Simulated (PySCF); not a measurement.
A GIAO shielding run with PySCF (density fitting, non-relativistic, gas phase) on SMILES [SiH3]OCC1CCCC1, C6H14OSi:

```
$ OMP_NUM_THREADS=1 python probes_run.py task.json out

{"job": {"kind": "nmr", "xc": "PBE0", "basis": "pcSseg-1"}, "charge": 0, "multiplicity": 1}
Si     3.240220     0.867417    -0.025399
O      1.789331     0.190823    -0.240674
C      1.202646    -0.910638     0.385601
C     -0.321396    -0.823589     0.311916
C     -0.878571     0.436701     0.991154
C     -2.142978     0.827522     0.204177
C     -2.273196    -0.205302    -0.922810
C     -0.854333    -0.727690    -1.118012
H      3.120188     1.973224    -0.960816
H      3.424373     1.298773     1.365301
H      4.326843    -0.062513    -0.350834
H      1.516177    -0.962872     1.435921
H      1.544992    -1.826185    -0.114503
H     -0.728762    -1.718630     0.793589
H     -0.134988     1.230662     0.926198
H     -1.091655     0.258413     2.044789
H     -2.031690     1.827972    -0.213172
H     -3.028358     0.831640     0.839128
H     -2.922694    -1.024550    -0.608849
H     -2.687720     0.226109    -1.832874
H     -0.254252    -0.004547    -1.671007
H     -0.824588    -1.683354    -1.640460
```

Hardware: 1 thread of an Intel Xeon Platinum 8488C, shared host. The job also computes population analyses, field gradients, ring-centre shieldings.

(1) How large is the calculation?

(2) How long does it take, and how much memory does it need?

## Answers

(1) 72 electrons, 213 basis functions and 1124 auxiliary functions.

(2) 54 s of wall time, with 13 SCF cycles and 4 response iterations; peak memory 0.92 GiB. Times on a shared host scatter by some tens of per cent.
